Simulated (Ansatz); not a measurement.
Coupled-cluster run, C2H8BClSi, SMILES `CB[SiH](C)Cl`.

```yaml
crystal:
  periodic: [false, false, false]
  atoms:
    - {symbol: C, position_ang: [-1.968878, 0.520458, -1.018195]}
    - {symbol: B, position_ang: [-0.788060, -0.434819, -0.730571]}
    - {symbol: Si, position_ang: [1.012693, 0.170312, -0.058068]}
    - {symbol: C, position_ang: [1.501931, -0.654549, 1.546731]}
    - {symbol: Cl, position_ang: [1.021151, 2.228394, 0.247664]}
    - {symbol: H, position_ang: [-1.824717, 0.766575, -2.087011]}
    - {symbol: H, position_ang: [-1.941426, 1.475054, -0.489997]}
    - {symbol: H, position_ang: [-2.960204, 0.067195, -0.953606]}
    - {symbol: H, position_ang: [-0.904086, -1.606707, -0.975465]}
    - {symbol: H, position_ang: [2.060890, -0.088718, -1.086673]}
    - {symbol: H, position_ang: [1.558759, -1.737641, 1.408531]}
    - {symbol: H, position_ang: [2.478161, -0.295377, 1.878360]}
    - {symbol: H, position_ang: [0.773983, -0.444877, 2.333100]}
basis:
  gaussian: {orbitals: def2-SVP}
correlation: {method: ccsd_t}
```

```sh
$ ansatz run in.yaml --threads 4 --pin off --events-out ev --progress --plain --max-ram 10444MiB
```

Output of Ansatz, abridged:

```
Functional definition: HF
1177 factors; integrals over basis functions are off by at most 1.4e-3 eV
mean field evaluation 1: about -23215.1278 eV, gradient 3.0e1 eV
mean field evaluation 2: about -23215.1742 eV, gradient 3.0e1 eV
mean field evaluation 4: about -23217.9826 eV, gradient 2.8e0 eV
mean field evaluation 8: about -23218.0187 eV, gradient 1.1e-1 eV
mean field -23218.01876487 eV, -853.2464518707 hartree, gradient 2.7e-6 eV, S^2 0.000000; 0 other end points of the search recorded, 0 dependent functions left out
13 core orbitals not correlated: weight in the atoms' cores, before any rotation towards them, 1.000 or more for the frozen orbitals, at most 0.000 for the correlated occupied ones
reference -23218.01876487 eV, -853.2464518707 hartree; 15, 15 occupied and 90, 90 virtual orbitals, 1177 factors
second order -16.30165990 eV of doubles, -0.00000000 eV of singles
cycle   1  -17.72044663 eV  change    -1.4e0 eV  update   8.6e-2
cycle   2  -18.20048438 eV  change   -4.8e-1 eV  update   2.6e-2
cycle   3  -18.25606290 eV  change   -5.6e-2 eV  update   9.1e-3
cycle   4  -18.25458798 eV  change    1.5e-3 eV  update   2.7e-3
cycle   5  -18.25381247 eV  change    7.8e-4 eV  update   9.9e-4
cycle   6  -18.25366286 eV  change    1.5e-4 eV  update   3.6e-4
cycle   7  -18.25363833 eV  change    2.5e-5 eV  update   1.4e-4
cycle   8  -18.25365212 eV  change   -1.4e-5 eV  update   4.9e-5
cycle   9  -18.25364650 eV  change    5.6e-6 eV  update   1.6e-5
perturbative correction -0.48362118 eV, -0.0177727506 hartree
Total energy: -23236.75603256 eV, -853.9350337575 hartree
```

It took 2.5 s on 4 threads of an AMD EPYC 9R45 on a shared host, with 0.61 GiB of host memory at the peak.

The correlation energy is -18.737 eV, 2.6 % of it from (T); the T1 diagnostic reads 0.0094.
